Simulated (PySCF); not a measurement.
# How methods differ on the excitation energy of F⁺

F⁺ [He] 2s2 2p4 (3P) → F⁺ [He] 2s2 2p3 3s1, s spin flipped, as a difference of total energies. Calculation: PySCF 2.14, in aug-cc-pwCVTZ (7s6p4d2f, 59 functions); no relativity, point nucleus. Correlated levels: valence and next inner shell: nothing frozen. The calculations carry no spin-orbit coupling.

```csv
method,excitation energy (cm⁻¹)
UHF,172640
MP2 (valence and next inner shell),180710
SCS-MP2 (valence and next inner shell),181620
```

The upper determinant mixes two multiplicities, so it lies between the two terms.

The promoted electron is Rydberg-like, and one or two diffuse shells describe it only roughly, which tends to raise the upper state.
